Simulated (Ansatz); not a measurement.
Z-matrix (Å, degrees):
```
C
N 1 1.433
Si 1 2.209 2 51.1
F 1 1.374 2 112.3 3 110.8
O 1 1.402 2 100.3 3 -6.3
H 1 1.094 2 116.4 3 -127.0
H 2 1.004 1 120.7 3 -150.2
H 3 1.481 1 127.0 2 -89.3
H 3 1.485 1 123.7 2 97.4
```

The species carries charge 0 and has multiplicity 1.

(1) List the ωB97M-V/def2-TZVPP orbital energies in eV (Ansatz). (An estimate is asked.)

Answers

(1) The calculation gave: Occupied: -1808.13, -677.41, -526.37, -394.60, -285.94, -149.07, -103.24, -103.18, -103.15, -36.68, -32.26, -27.28, -21.26, -18.64, -17.69, -17.30, -16.59, -14.32, -13.70, -13.54, -12.85, -12.23, -11.32, -10.28. Lowest empty: 1.18, 2.51, 3.26, 3.51, 3.98, 5.04, 5.44, 5.84.
